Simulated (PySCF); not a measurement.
Species: C₂H₈NPSi.
SMILES: `C/N=C\[SiH2]P`

Torsions of this conformer, `[CH3:1]/[N:2]=[CH:3]\[SiH2:4][PH2:5]`: N2–C3–Si4–P5 67°, H–P5–Si4–C3 158°, H–P5–Si4–C3 64°.

The closed-shell ground state was solved at several levels (PySCF, density fitting, gas phase, non-relativistic). Geometry: PBE0-D3(BJ)/def2-SVP, one conformer, isolated molecule.

```
         level  basis functions  total energy (Eh)  HOMO (eV)  LUMO (eV)  gap (eV)  dipole (D)
   PBE0/6-31G*               94          -766.1301      -6.77      -0.92      5.85        1.12
B97-2/pcSseg-1              139          -766.5328      -6.69      -1.18      5.51        1.25
   PBE0/STO-3G               41          -757.3170      -4.12       2.82      6.94        1.66
 PBE0/pcSseg-1              139          -766.1318      -6.94      -1.13      5.81        1.27
 PBE0/def2-SVP              118          -765.8769      -6.81      -0.99      5.82        1.13
B3LYP/pcSseg-1              139          -766.5982      -6.69      -1.32      5.37        1.22
 BLYP/pcSseg-1              139          -766.4871      -5.40      -1.93      3.47        1.06
```

Question: Estimate the row for B97-D/pcSseg-1, a basis of 139 functions; the other rows only guide the guess.

Answer: Total energy -766.4477 Eh, HOMO -5.55 eV, LUMO -2.00 eV, gap 3.55 eV, dipole 1.11 D.

Question: Over all these levels, which gives the widest orbital gap and which the narrowest?

Answer: PBE0/STO-3G (global hybrid, 25 % exact exchange) has the widest, 6.94 eV, and BLYP/pcSseg-1 (GGA) the narrowest, 3.47 eV. Functional and basis both differ between the two, so the spread mixes both effects.

Question: How much does the basis alone move the frontier levels among the 4 PBE0 rows?

Answer: The HOMO by 2.82 eV and the LUMO by 3.95 eV. By rising basis size (HOMO, LUMO in eV): STO-3G -4.12, 2.82; 6-31G* -6.77, -0.92; def2-SVP -6.81, -0.99; pcSseg-1 -6.94, -1.13.

Question: In the pcSseg-1 basis, how does the gap go with the fixed share of exact exchange?

Answer: BLYP (0 %) 3.47 eV; B97-D (0 %) 3.55 eV; B3LYP (20 %) 5.37 eV; B97-2 (21 %) 5.51 eV; PBE0 (25 %) 5.81 eV. Each rise in the share widens the gap here.

Question: How far do the dipole and the HOMO energy spread over the levels?

Answer: The dipole runs from 1.06 to 1.66 D (mean 1.23 D) and the HOMO from -6.94 to -4.12 eV.

Note: B97-D ran without an empirical dispersion term, which enters the total energy and its gradient alone.
